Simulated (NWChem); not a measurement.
Program: NWChem. System: F6W, charge 0, spin multiplicity 1, at a geometry optimised with PBE/def2-SVP with def2 effective core potentials on W. The structure started from a generated list of species. Level: RHF/def2-SVP with def2 effective core potentials on W.

The NWChem input:

```
start mol
memory heap 200 mb stack 900 mb global 1100 mb
geometry units angstroms nocenter noautoz
  W      0.000000     0.000000     0.000000
  F      1.861468     0.000000     0.000000
  F     -1.861468     0.000000     0.000000
  F      0.000000     0.000000     1.861473
  F      0.000000     1.861466     0.000000
  F      0.000000    -1.861466     0.000000
  F      0.000000     0.000000    -1.861473
  symmetry group D2h
end
basis spherical
  * library def2-svp
end
ecp
  W library def2-ecp
end
scf
  rhf
  nopen 0
  maxiter 100
  thresh 1e-7
  semidirect memsize 60000000 filesize 0
end
task scf energy
```

Output (cleaned and shortened):

```
             Northwest Computational Chemistry Package (NWChem) 7.3.0
             --------------------------------------------------------

                                NWChem Input Module
                                -------------------

 Scaling coordinates for geometry "geometry" by  1.889725989
 (inverse scale =  0.529177249)

 Turning off AUTOSYM since
 SYMMETRY directive was detected!

                             Geometry "geometry" -> ""
                             -------------------------

 Output coordinates in angstroms (scale by  1.889725989 to convert to a.u.)

  No.       Tag          Charge          X              Y              Z
 ---- ---------------- ---------- -------------- -------------- --------------
    1 W                   74.0000     0.00000000     0.00000000     0.00000000
    2 F                    9.0000     1.86146800     0.00000000     0.00000000
    3 F                    9.0000    -1.86146800     0.00000000     0.00000000
    4 F                    9.0000     0.00000000     0.00000000     1.86147300
    5 F                    9.0000     0.00000000     1.86146600     0.00000000
    6 F                    9.0000     0.00000000    -1.86146600     0.00000000
    7 F                    9.0000     0.00000000     0.00000000    -1.86147300

 Effective nuclear repulsion energy (a.u.)    1365.9077690710

            Nuclear Dipole moment (a.u.)
            ----------------------------
        X                 Y               Z
 ---------------- ---------------- ----------------
     0.0000000000     0.0000000000     0.0000000000

      Symmetry information
      --------------------

 Group name             D2h
 Group number             26
 Group order               8
 No. of unique centers     4

      Symmetry unique atoms

     1    2    4    5


 Summary of "ao basis" -> "" (spherical)
 ------------------------------------------------------------------------------
       Tag                 Description            Shells   Functions and Types
 ---------------- ------------------------------  ------  ---------------------
 *                          def2-svp                  on all atoms

 Summary of "ao basis" -> "ao basis" (spherical)
 ------------------------------------------------------------------------------
       Tag                 Description            Shells   Functions and Types
 ---------------- ------------------------------  ------  ---------------------
 W                          def2-svp                12       32   6s3p2d1f
 F                          def2-svp                 6       14   3s2p1d

                                 NWChem SCF Module
                                 -----------------

  ao basis        = "ao basis"
  functions       =   116
  atoms           =     7
  closed shells   =    34
  open shells     =     0
  charge          =   0.00
  wavefunction    = RHF
  use symmetry    = T
  symmetry adapt  = T

 Summary of "ao basis" -> "ao basis" (spherical)
 ------------------------------------------------------------------------------
       Tag                 Description            Shells   Functions and Types
 ---------------- ------------------------------  ------  ---------------------
 W                          def2-svp                12       32   6s3p2d1f
 F                          def2-svp                 6       14   3s2p1d

      Symmetry analysis of basis
      --------------------------

        ag         31
        au          4
        b1g         9
        b1u        18
        b2g         9
        b2u        18
        b3g         9
        b3u        18

 Forming initial guess at       0.1s

      Superposition of Atomic Density Guess
      -------------------------------------

 Sum of atomic energies:        -668.93168469

      Non-variational initial energy
      ------------------------------

 Total energy =    -661.870353
 1-e energy   =   -1833.502361
 2-e energy   =     726.789422
 HOMO         =      -0.630564
 LUMO         =       0.013720

      Symmetry analysis of molecular orbitals - initial
      -------------------------------------------------

  Numbering of irreducible representations:

     1 ag          2 au          3 b1g         4 b1u         5 b2g
     6 b2u         7 b3g         8 b3u

  Orbital symmetries:

     1 ag          2 ag          3 ag          4 b2u         5 b3u
     6 b1u         7 ag          8 b2u         9 b3u        10 b1u
    11 ag         12 ag         13 ag         14 b1u        15 b3u
    16 b2u        17 ag         18 ag         19 ag         20 b1g
    21 b3g        22 b2g        23 b1u        24 b3u        25 b2u
    26 b1u        27 b3u        28 b2u        29 b1u        30 b3u
    31 b2u        32 b1g        33 b3g        34 b2g        35 b2g
    36 b3g        37 b1g        38 ag         39 b2u        40 b3u
    41 b1u        42 ag         43 ag         44 ag

 Starting SCF solution at       1.1s

 ----------------------------------------------
         Quadratically convergent ROHF

 Convergence threshold     :          1.000E-07
 Maximum no. of iterations :          100
 Final Fock-matrix accuracy:          1.000E-09
 ----------------------------------------------

              iter       energy          gnorm     gmax       time
             ----- ------------------- --------- --------- --------
                 1     -662.2794403771  2.96D+00  7.27D-01      1.1
                 2     -662.6963481115  5.40D-01  1.76D-01      1.2
                 3     -662.7173901871  2.37D-01  5.39D-02      1.3
                 4     -662.7195818334  1.04D-02  2.16D-03      1.5
                 5     -662.7195882983  8.86D-05  3.16D-05      1.7
                 6     -662.7195882992  1.00D-08  2.59D-09      2.1

       Final RHF  results
       ------------------

         Total SCF energy =   -662.719588299159
      One-electron energy =  -1831.244239523733
      Two-electron energy =    723.682066028943
 Nuclear repulsion energy =    444.842585195631

        Time for solution =      1.0s

       Symmetry analysis of molecular orbitals - final
       -----------------------------------------------

  Numbering of irreducible representations:

     1 ag          2 au          3 b1g         4 b1u         5 b2g
     6 b2u         7 b3g         8 b3u

  Orbital symmetries:

     1 ag          2 ag          3 ag          4 b2u         5 b3u
     6 b1u         7 ag          8 b2u         9 b3u        10 b1u
    11 ag         12 ag         13 ag         14 b2u        15 b3u
    16 b1u        17 ag         18 ag         19 b1g        20 b3g
    21 b2g        22 ag         23 b1u        24 b3u        25 b2u
    26 b1u        27 b3u        28 b2u        29 b2u        30 b3u
    31 b1u        32 b1g        33 b3g        34 b2g        35 b2g
    36 b3g        37 b1g        38 ag         39 ag         40 ag
    41 b2u        42 b3u        43 b1u        44 ag

             Final eigenvalues
             -----------------

              1
    1  -26.3681
    2  -26.3680
    3  -26.3680
    4  -26.3679
    5  -26.3679
    6  -26.3679
    7   -3.8135
    8   -2.2798
    9   -2.2798
   10   -2.2798
   11   -1.6410
   12   -1.6338
   13   -1.6338
   14   -1.5901
   15   -1.5901
   16   -1.5901
   17   -0.8445
   18   -0.8445
   19   -0.8033
   20   -0.8033
   21   -0.8033
   22   -0.8014
   23   -0.7325
   24   -0.7325
   25   -0.7325
   26   -0.7114
   27   -0.7114
   28   -0.7114
   29   -0.7047
   30   -0.7047
   31   -0.7047
   32   -0.6848
   33   -0.6848
   34   -0.6848
   35   -0.0846
   36   -0.0846
   37   -0.0846
   38    0.1103
   39    0.1291
   40    0.1291
   41    0.1412
   42    0.1412
   43    0.1412
   44    0.3826

                       ROHF Final Molecular Orbital Analysis
                       -------------------------------------

 Vector   32  Occ=2.000000D+00  E=-6.847794D-01  Symmetry=b1g
              MO Center= -1.3D-13, -3.8D-14, -1.1D-17, r^2= 3.9D+00
   Bfn.  Coefficient  Atom+Function         Bfn.  Coefficient  Atom+Function
  ----- ------------  ---------------      ----- ------------  ---------------
    37      0.339497  2 F  py                51     -0.339497  3 F  py
    78     -0.339494  5 F  px                92      0.339494  6 F  px
    40     -0.246358  2 F  py                54      0.246358  3 F  py
    81      0.246356  5 F  px                95     -0.246356  6 F  px

 Vector   33  Occ=2.000000D+00  E=-6.847785D-01  Symmetry=b3g
              MO Center=  6.7D-18, -2.4D-14,  1.1D-14, r^2= 3.9D+00
   Bfn.  Coefficient  Atom+Function         Bfn.  Coefficient  Atom+Function
  ----- ------------  ---------------      ----- ------------  ---------------
    65      0.339500  4 F  py                80     -0.339491  5 F  pz
    94      0.339491  6 F  pz               107     -0.339500  7 F  py
    68     -0.246360  4 F  py                83      0.246354  5 F  pz
    97     -0.246354  6 F  pz               110      0.246360  7 F  py

 Vector   34  Occ=2.000000D+00  E=-6.847782D-01  Symmetry=b2g
              MO Center=  2.2D-13,  3.9D-27,  7.4D-14, r^2= 3.9D+00
   Bfn.  Coefficient  Atom+Function         Bfn.  Coefficient  Atom+Function
  ----- ------------  ---------------      ----- ------------  ---------------
    38      0.339493  2 F  pz                52     -0.339493  3 F  pz
    64     -0.339498  4 F  px               106      0.339498  7 F  px
    41     -0.246355  2 F  pz                55      0.246355  3 F  pz
    67      0.246359  4 F  px               109     -0.246359  7 F  px

 Vector   35  Occ=0.000000D+00  E=-8.455277D-02  Symmetry=b2g
              MO Center= -3.4D-16,  1.5D-15, -8.6D-16, r^2= 1.5D+00
   Bfn.  Coefficient  Atom+Function         Bfn.  Coefficient  Atom+Function
  ----- ------------  ---------------      ----- ------------  ---------------
    19      0.980401  1 W  d  1              38     -0.168365  2 F  pz
    52      0.168365  3 F  pz                64     -0.168363  4 F  px
   106      0.168363  7 F  px

 Vector   36  Occ=0.000000D+00  E=-8.455257D-02  Symmetry=b3g
              MO Center=  1.8D-15, -6.1D-16, -1.2D-15, r^2= 1.5D+00
   Bfn.  Coefficient  Atom+Function         Bfn.  Coefficient  Atom+Function
  ----- ------------  ---------------      ----- ------------  ---------------
    17      0.980401  1 W  d -1              65      0.168363  4 F  py
    80      0.168365  5 F  pz                94     -0.168365  6 F  pz
   107     -0.168363  7 F  py

 Vector   37  Occ=0.000000D+00  E=-8.455205D-02  Symmetry=b1g
              MO Center= -8.2D-16, -8.2D-16,  1.7D-15, r^2= 1.5D+00
   Bfn.  Coefficient  Atom+Function         Bfn.  Coefficient  Atom+Function
  ----- ------------  ---------------      ----- ------------  ---------------
    16      0.980402  1 W  d -2              37      0.168364  2 F  py
    51     -0.168364  3 F  py                78      0.168365  5 F  px
    92     -0.168365  6 F  px

 center of mass
 --------------
 x =   0.00000000 y =   0.00000000 z =   0.00000000

 moments of inertia (a.u.)
 ------------------
         940.343527496993           0.000000000000           0.000000000000
           0.000000000000         940.344537819498           0.000000000000
           0.000000000000           0.000000000000         940.341001685980

  Mulliken analysis of the total density
  --------------------------------------

    Atom       Charge   Shell Charges
 -----------   ------   -------------------------------------------------------
    1 W   14    11.35   0.04 -0.36  1.89  0.54  0.09  0.01  5.77  0.53  0.11  2.10  0.23  0.41
    2 F    9     9.44   1.99  1.12  0.84  3.31  2.16  0.01
    3 F    9     9.44   1.99  1.12  0.84  3.31  2.16  0.01
    4 F    9     9.44   1.99  1.12  0.84  3.31  2.16  0.01
    5 F    9     9.44   1.99  1.12  0.84  3.31  2.16  0.01
    6 F    9     9.44   1.99  1.12  0.84  3.31  2.16  0.01
    7 F    9     9.44   1.99  1.12  0.84  3.31  2.16  0.01

       Multipole analysis of the density wrt the origin
       ------------------------------------------------

     L   x y z        total         open         nuclear
     -   - - -        -----         ----         -------
     0   0 0 0     -0.000000      0.000000     68.000000

     1   1 0 0     -0.000000      0.000000      0.000000
     1   0 1 0      0.000000      0.000000      0.000000
     1   0 0 1     -0.000000      0.000000      0.000000

     2   2 0 0    -43.564485      0.000000    222.731338
     2   1 1 0     -0.000000      0.000000      0.000000
     2   1 0 1     -0.000000      0.000000      0.000000
     2   0 2 0    -43.564438      0.000000    222.730860
     2   0 1 1      0.000000      0.000000      0.000000
     2   0 0 2    -43.564602      0.000000    222.732535

 Task  times  cpu:        2.2s     wall:        2.2s

 Total times  cpu:        2.2s     wall:        2.2s
```
